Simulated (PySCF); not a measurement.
BH₉NPSi₂.
Bonds: B1–N2, N2–Si3, N2–Si4, Si4–P5. Hydrogens: H6, H7 on B1; H8, H9, H10 on Si3; H11, H12 on Si4; H13, H14 on P5.

Method: PBE0-D3(BJ)/def2-SVP geometry optimisation, gas phase in PySCF 2.14.0; density fitting, grid level 1; the optimiser is geomeTRIC in internal coordinates, started from a GFN2-xTB structure with every atom displaced at random (about 0.01 Å).

Step 0: E = -27335.9834 eV
```
atom  x, y, z in Å  |  force x, y, z in eV/Å
B1     -1.7100   -1.3130    0.0920   -0.549   1.642   0.199
N2     -0.7366   -0.3200    0.2711    0.646   0.173   0.006
Si3    -1.1321    1.3673    0.6252    0.937  -0.562   0.208
Si4     0.9751   -0.8356    0.1711   -1.081  -0.180   0.177
P5      2.2637    0.8569    0.7612   -0.842   1.091   1.098
H6     -2.8622   -0.9787    0.1465   -0.341  -0.099   0.021
H7     -1.4042   -2.3963   -0.1288    0.475  -1.707  -0.300
H8     -0.3049    2.2019   -0.2890   -0.013   0.220   0.010
H9     -2.5391    1.5615    0.4088   -1.026   0.227  -0.182
H10    -0.7630    1.6193    2.0428   -0.023   0.256   0.079
H11     1.1615   -1.9263    1.1454    0.199  -0.253   0.193
H12     1.2012   -1.3109   -1.1873    0.240  -0.283  -0.620
H13     2.4395    1.3508   -0.5207    0.086   0.369  -0.900
H14     3.4040    0.1081    0.7338    1.291  -0.894   0.009
```

Task: Estimate the geometry and energy of step 1. (The exact step hangs on the optimiser's Hessian estimate; all steps are aligned on step 0, rigid shifts and turns removed.)

Result: E = -27336.2126 eV, largest force 0.348 eV/Å
```
atom  x, y, z in Å  |  force x, y, z in eV/Å
B1     -1.7219   -1.2785    0.0675    0.054  -0.341  -0.047
N2     -0.7239   -0.3014    0.2710    0.102   0.026   0.048
Si3    -1.1580    1.3711    0.6637   -0.090   0.194  -0.046
Si4     0.9631   -0.8672    0.1748    0.017  -0.013  -0.050
P5      2.3118    0.8713    0.7380    0.272  -0.083  -0.174
H6     -2.8965   -0.9965    0.1123   -0.035   0.053   0.015
H7     -1.3921   -2.4380   -0.1523   -0.014   0.227   0.014
H8     -0.3640    2.3059   -0.1919    0.002  -0.039  -0.025
H9     -2.6153    1.5707    0.3987    0.104  -0.079  -0.002
H10    -0.8628    1.7149    2.0851    0.008  -0.095   0.027
H11     1.2156   -1.9459    1.1756   -0.053   0.027   0.013
H12     1.2479   -1.4091   -1.1913   -0.065   0.050   0.071
H13     2.4895    1.3390   -0.6098   -0.015  -0.084   0.193
H14     3.4994    0.0486    0.7308   -0.286   0.156  -0.035
```

The energy changes by -0.2292 eV. The first-order estimate −F·Δx gives -0.5736 eV and the mean of the old and new forces, exact on a quadratic surface, -0.2412 eV. The step makes an angle of 65° with the force vector and moves no atom by more than 0.154 Å.

What follows is the cost of the whole optimisation. Hardware: one thread of an Arm Neoverse V1, shared host with 32 logical CPUs at a one-minute load of 25. Cost: 2.2 min wall, 0.50 GiB resident at most.
